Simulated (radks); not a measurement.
Values are calculated unless marked as measured or tabulated.
Problem. Coherent X-ray form factor from a spherical all-electron density. Level of theory: non-relativistic Kohn-Sham, PBE, spin-polarised, spherical densities, point nucleus (a radial shooting solver on a logarithmic mesh with Libxc functionals).

| sin(theta)/lambda (1/angstrom) | f0 (electrons) |
|---|---|
| 0.05 | 8.947 |
| 0.1 | 8.789 |
| 0.15 | 8.536 |
| 0.2 | 8.200 |
| 0.25 | 7.797 |
| 0.3 | 7.346 |
| 0.4 | 6.369 |
| 0.5 | 5.393 |
| 0.6 | 4.507 |
| 0.8 | 3.147 |
| 1 | 2.313 |
| 1.25 | 1.760 |
| 1.5 | 1.485 |
| 2 | 1.196 |

The species is in the configuration that NIST lists as its ground one. Which atom or ion scatters so?

Solution. The aluminium ion Al4+, [He] 2s2 2p5. Extrapolating in s^2 from the first two rows gives f0(0) = 9.0, near the electron count 9; among species with that count, the fall with angle is slower the higher Z, and the table is that of Z = 13; from so few rows the species is fixed only to a neighbour or two.
